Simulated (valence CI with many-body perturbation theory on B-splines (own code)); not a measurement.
# Hyperfine factors and g values of Bi³²⁺

Computed by valence CI with perturbative core correlation (CI+MBPT): five valence electrons over a frozen Dirac-Fock core [Kr] 4d10, a basis of 7 s, 7 p, 7 d, 7 f, 4 g, 2 h functions for each j, with the one-electron correlation potential Σ1, the two-electron term Σ2, the three-electron term Σ3, Breit, model QED; selected CI, second order for the rest, scaled by the run's own slope (own B-spline code, finite nucleus).

No measured spectrum was set against this ion. As an estimate, large intervals hold to a few tenths of a per cent, small ones and those within an open d or f shell to about a per cent. Core correlation moves these levels by up to 6600 cm⁻¹, and in measured spectra 5 to 20 % of such shifts remained as error; rates that hang on mixing are uncertain with them. Among the levels kept, up to 710 cm⁻¹ of a level comes from second order outside the variational space, and about a tenth of that is noise between levels of different J, which matters for small intervals. Only levels of the ground parity were solved; by the run's estimate the other parity begins above the list, which can be wrong where configurations are misplaced.

A/g_I is the dipole constant over the nuclear g factor μ/I (μ in nuclear magnetons, uniformly magnetised nucleus), B/Q the quadrupole constant per barn. Both hold the static response of the core; the bare values leave it out. Large factors of s and p1/2 electrons are usually good to 5 to 10 %; those of open d and f shells near neutrality can be off by tens of per cent, and small factors of p3/2, d and f electrons come from cancelling terms and can be off by a factor of two or in sign, in half-filled shells by more. B is blank for J = 1/2, where it vanishes, and for nearly pure S terms. Energies count from the lowest level.

Levels are named by their leading jj configuration (3d3/2^4 stands for four electrons in 3d with j = 3/2), which in mixed levels can hold well under half, so a name can repeat and another be missing. Letters in brackets count levels of one name in rising energy.

```tsv
Level	E (cm⁻¹)	g	A/g_I (MHz)	A/g_I bare	B/Q (MHz/b)	B/Q bare
(4f5/2^5) J=5/2	0.0	0.568	8410	7590	-6770	-6140
(4f5/2^4 4f7/2) J=7/2	32591	0.902	5560	5430	-5710	-5180
(4f5/2^4 4f7/2) J=5/2	44839	0.990	5630	5800	-3560	-3190
(4f5/2^4 4f7/2) J=3/2 [a]	48635	0.899	6800	6830	-1600	-1410
(4f5/2^4 4f7/2) J=1/2	53937	-0.387	18600	16000		
(4f5/2^3 4f7/2^2) J=9/2 [a]	54691	1.050	4600	4830	-4950	-4510
(4f5/2^4 4f7/2) J=11/2 [a]	68084	1.105	4420	4800	-4010	-3680
(4f5/2^3 4f7/2^2) J=7/2 [a]	70064	1.241	3120	3770	-214	-230
(4f5/2^4 4f7/2) J=15/2	70253	1.032	5110	5340	385	201
(4f5/2^4 4f7/2) J=13/2	75505	1.103	4570	4960	-3210	-3010
(4f5/2^4 4f7/2) J=9/2	86779	1.266	3060	3770	3080	2720
(4f5/2^3 4f7/2^2) J=5/2 [a]	94089	1.085	4530	4860	-2750	-2500
(4f5/2^4 4f7/2) J=11/2 [b]	100690	1.206	3550	4140	4230	3740
(4f5/2^3 4f7/2^2) J=15/2 [a]	102630	1.091	4420	4750	-2120	-2030
(4f5/2^3 4f7/2^2) J=9/2 [b]	104020	0.926	5230	5150	-3110	-2820
(4f5/2^3 4f7/2^2) J=3/2 [a]	105210	0.660	7900	7290	3.04	-24.0
(4f5/2^3 4f7/2^2) J=5/2 [b]	106780	1.244	3420	4120	-4100	-3690
(4f5/2^3 4f7/2^2) J=13/2 [a]	107790	1.007	4900	5030	-2170	-2000
(4f5/2^3 4f7/2^2) J=11/2 [a]	108420	1.060	4470	4710	-635	-609
(4f5/2^3 4f7/2^2) J=1/2	118400	0.377	14600	13900		
(4f5/2^3 4f7/2^2) J=7/2 [b]	119310	1.016	5060	5240	-2780	-2550
(4f5/2^3 4f7/2^2) J=17/2 [a]	119440	1.012	4950	5110	5020	4450
(4f5/2^3 4f7/2^2) J=3/2 [b]	122000	1.881	-3160	-1250	1770	1560
(4f5/2^3 4f7/2^2) J=7/2 [c]	129720	0.909	5450	5340	1140	1070
(4f5/2^3 4f7/2^2) J=9/2 [c]	133530	1.043	4850	5090	-1070	-996
(4f5/2^3 4f7/2^2) J=15/2 [b]	133740	1.000	5090	5220	268	231
(4f5/2^3 4f7/2^2) J=9/2 [d]	135440	1.025	4620	4770	3800	3390
(4f5/2^3 4f7/2^2) J=19/2	135830	1.049	4750	5000	6620	5880
(4f5/2^3 4f7/2^2) J=11/2 [b]	138980	1.090	4440	4770	1010	889
(4f5/2^3 4f7/2^2) J=21/2	140940	1.063	4750	5040	8550	7600
(4f5/2^3 4f7/2^2) J=13/2 [b]	142240	0.961	5420	5470	-2850	-2530
(4f5/2^3 4f7/2^2) J=5/2 [c]	142280	0.842	7030	6900	1430	1260
(4f5/2^3 4f7/2^2) J=17/2 [b]	143950	1.013	5160	5350	-265	-240
(4f5/2^3 4f7/2^2) J=5/2 [d]	147720	1.225	3080	3680	818	744
(4f5/2^3 4f7/2^2) J=13/2 [c]	147830	1.083	4650	4990	1500	1300
(4f5/2^3 4f7/2^2) J=7/2 [d]	148710	1.409	1500	2490	2520	2230
(4f5/2^2 4f7/2^3) J=15/2	151330	1.098	4150	4480	-37.1	-96.0
(4f5/2^4 4f7/2) J=3/2 [b]	151370	1.248	893	1300	3570	3210
(4f5/2^3 4f7/2^2) J=9/2 [e]	155770	1.085	4390	4710	683	606
(4f5/2^2 4f7/2^3) J=11/2	157450	1.011	4600	4700	825	743
```

Problem. Take the isotope of mass number 207, with I = 9/2, μ = 4.0729 μN, leaving out the quadrupole term. What is the hyperfine structure of (4f5/2^4 4f7/2) J=3/2 [a]?

Solution. From the table A = 6160 MHz. Shifts from the centre of gravity in MHz: F = 3: -50800, F = 4: -26200, F = 5: 4620, F = 6: 41600.
